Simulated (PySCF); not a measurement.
[TiO(H2O)5]+ holds Ti(III), d1, at total charge +1. The structure is a PBE0-D3(BJ)/def2-SVP geometry optimised for multiplicity 2; coordination octahedral, point group Cs, metal–donor distances 1.62–2.34 Å.

The d shell alone is too small an active space for [TiO(H2O)5]+ (an active orbital has only 0.63 squared overlap with the free ion's shell): its levels, fitted parameters, g values and moments show what this model gives and aren't sound predictions.

Method (PySCF 2.14, density fitting): CASSCF(1,5) with orbitals averaged over all microstates of the shell, strongly contracted NEVPT2 on the averaged canonical orbitals; basis x2c-TZVPall on the metal, x2c-SVPall elsewhere; spin-free X2C; gas phase; spin-orbit coupling by state interaction with the mean-field operator over all roots.

CASSCF energies above the lowest CASSCF root:

```csv
state,CASSCF / cm⁻¹
2A'' (from 2T2g),0
2A' (from 2Eg),10353
2A' (from 2T2g),12494
2A'' (from 2T2g),14140
2A' (from 2Eg),29112
```

Problem. How does dynamic correlation (SC-NEVPT2) move these states?

Solution. 
```json
{"state": "2A'' (from 2T2g)", "NEVPT2 / cm⁻¹": "0", "shift / cm⁻¹": "0"}
{"state": "2A' (from 2Eg)", "NEVPT2 / cm⁻¹": "11745", "shift / cm⁻¹": "+1391"}
{"state": "2A' (from 2T2g)", "NEVPT2 / cm⁻¹": "14711", "shift / cm⁻¹": "+2217"}
{"state": "2A'' (from 2T2g)", "NEVPT2 / cm⁻¹": "16591", "shift / cm⁻¹": "+2451"}
{"state": "2A' (from 2Eg)", "NEVPT2 / cm⁻¹": "30692", "shift / cm⁻¹": "+1580"}
```

In the ligand-field fit 10Dq goes from 14010 to 14823 cm⁻¹. The symmetry is lower than cubic, so 10Dq is the difference of the means of the two sets.

NEVPT2 lifts 2A' (from 2T2g) from 12494 to 14711 cm⁻¹; on the d shell alone it tends to overshoot states that fill the eg-type orbitals. NEVPT2 on the d shell alone tends to put d–d bands too high for such charged or covalently bound ions.
